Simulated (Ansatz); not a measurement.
Isolated molecules relaxed with PBE0-D4/def2-TZVP in Ansatz; ΔE leaves out vibrations. CCSD(T)/CBS is the MP2 limit (def2-TZVPP, def2-QZVPP) plus CCSD(T) − MP2 in def2-TZVPP, frozen cores. Double bonds are as drawn, so ΔE can hold a change between cis and trans. DFT in def2-TZVPP. B3LYP here is the variant with VWN-RPA as its local correlation; programs differ in this. HSE06 is defined as in plane-wave codes. Each species was taken in one conformer, which may not be the lowest.

Consider the formal exchange of groups at a B–C bond: `BC=N` + `C/N=C(/C)Cl` → `B/N=C(/C)Cl` + `CC=N`.

`BC=N`:

Cartesian coordinates in Å:
```
B -0.700 0.881 -0.126
C 0.245 -0.360 -0.196
N 0.588 -0.909 0.905
H -1.469 0.981 0.778
H -0.625 1.737 -0.960
H 0.670 -0.692 -1.155
H 1.291 -1.638 0.755
```

`C/N=C(/C)Cl`:

```xyz
11

C    -1.074   -0.568   -1.471
N    -0.650    0.234   -0.363
C     0.359    0.010    0.326
C     0.797    0.842    1.477
Cl    1.469   -1.368    0.047
H    -2.089   -0.924   -1.277
H    -1.125    0.064   -2.361
H    -0.422   -1.423   -1.672
H     1.801    1.232    1.299
H     0.838    0.236    2.384
H     0.096    1.665    1.611
```

`B/N=C(/C)Cl`:

```xyz
10

B    -1.475    0.432    1.488
N    -0.658   -0.018    0.497
C     0.036   -0.477   -0.406
C     1.305    0.093   -0.940
Cl   -0.441   -1.972   -1.221
H    -1.269    0.074    2.611
H    -2.360    1.187    1.208
H     1.199    0.302   -2.006
H     1.550    1.009   -0.405
H     2.114   -0.631   -0.827
```

`CC=N`:

```xyz
8

C     0.457    0.634   -0.247
C    -0.687   -0.262    0.095
N    -0.642   -1.434    0.563
H     0.395    1.564    0.326
H     1.417    0.156   -0.043
H     0.417    0.914   -1.304
H    -1.683    0.157   -0.086
H     0.327   -1.731    0.695
```

| level | ΔE (kJ/mol) | difference from CCSD(T)/CBS |
| --- | --- | --- |
| LDA (SPW92) | -179.4 | -29.0 |
| PBE-D4 | -165.7 | -15.3 |
| revPBE-D4 | -159.6 | -9.2 |
| BLYP-D4 | -162.4 | -12.0 |
| r2SCAN-D4 | -165.4 | -15.0 |
| B97M-V | -162.5 | -12.1 |
| PBE0-D4 | -162.6 | -12.2 |
| B3LYP-D4 | -161.8 | -11.4 |
| r2SCANh-D4 | -164.7 | -14.3 |
| r2SCAN0-D4 | -163.7 | -13.3 |
| HSE06-D4 | -163.0 | -12.6 |
| BHLYP-D4 | -158.0 | -7.6 |
| ωB97X-V | -153.2 | -2.8 |
| ωB97M-V | -157.8 | -7.4 |
| B2PLYP | -158.3 | -7.9 |
| PBE-QIDH | -157.7 | -7.3 |
| PBE | -166.6 | -16.2 |
| revPBE | -163.1 | -12.7 |
| BLYP | -164.7 | -14.3 |
| r2SCAN | -165.6 | -15.2 |
| B3LYP | -163.3 | -12.9 |
| r2SCANh | -164.9 | -14.5 |
| HSE06 | -163.7 | -13.3 |
| BHLYP | -159.1 | -8.7 |
| CAM-B3LYP | -163.4 | -13.0 |
| LC-ωPBE | -162.3 | -11.9 |
| RPA@PBE/def2-TZVPP | -140.4 | 10.0 |
| HF/def2-SVP | -148.0 | 2.4 |
| MP2/def2-SVP | -160.5 | -10.1 |
| HF/def2-TZVPP | -146.5 | 3.9 |
| MP2/def2-TZVPP | -154.3 | -3.9 |
| SCS-MP2/def2-TZVPP | -149.1 | 1.3 |
| CCSD/def2-TZVPP | -150.0 | 0.4 |
| CCSD(T)/def2-TZVPP | -150.1 | 0.3 |
| HF/def2-QZVPP | -146.8 | 3.6 |
| MP2/def2-QZVPP | -154.6 | -4.2 |
| SCS-MP2/def2-QZVPP | -149.4 | 1.0 |
| HF/CBS(def2) | -146.9 | 3.5 |
| MP2/CBS(def2) | -154.6 | -4.2 |
| CCSD/CBS(def2) | -150.3 | 0.1 |
| CCSD(T)/CBS | -150.4 | 0 |

Largest T1 diagnostic among the species: 0.014.

From PBE to PBE0 (25 % exact exchange), in def2-TZVPP and without D4, ΔE moves by +3.2 kJ/mol. At CCSD(T), def2-SVP lies −5.5 kJ/mol from the extrapolated value and def2-TZVPP +0.3 kJ/mol. Leaving LDA and LC-ωPBE aside and taking each functional with its dispersion term where it has one, the values spread over 12.4 kJ/mol, from PBE-D4 to ωB97X-V. LDA lies −12.8 kJ/mol from PBE without D4.

CCSD(T)/CBS has its own doubt, a few kJ/mol and more with outer-core shells, so smaller differences from it don't rank the levels.
